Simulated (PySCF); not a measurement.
## Working out the ionisation energy of Kr

Kr [Kr] (1S) → Kr⁺ [Ar] 3d10 4s2 4p5 (2P). All numbers are calculated (PySCF 2.14, scalar relativity by spin-free X2C-1e, in jorge-DZP-DKH (8s6p2d1f, 43 functions)). Frozen: [Ar] 3d10. Energies in hartree (1 hartree = 27.21139 eV):

| part | Kr (lower) | Kr⁺ (upper) |
| --- | --- | --- |
| UHF | -2788.012860 | -2787.527286 |
| CCSD correlation | -0.057352 | -0.049040 |
| (T) | -0.000504 | -0.000404 |

Task: What does Hartree-Fock give?

Result: (-2787.527286) − (-2788.012860) = 0.485574 hartree = 13.213 eV.

Task: What do CCSD and CCSD(T) give?

Result: The CCSD correlation energies differ by 0.008312 hartree = 0.226 eV and the triples by 0.000100 hartree = 0.003 eV, so CCSD gives 13.439 eV and CCSD(T) 13.442 eV.

Measured between the centres of the two terms (NIST): 14.222 eV, so CCSD(T) (valence) is off by -0.780 eV.

A double-zeta basis recovers only part of the correlation energy.

What remains against the reference includes basis incompleteness, the frozen core and higher excitations.
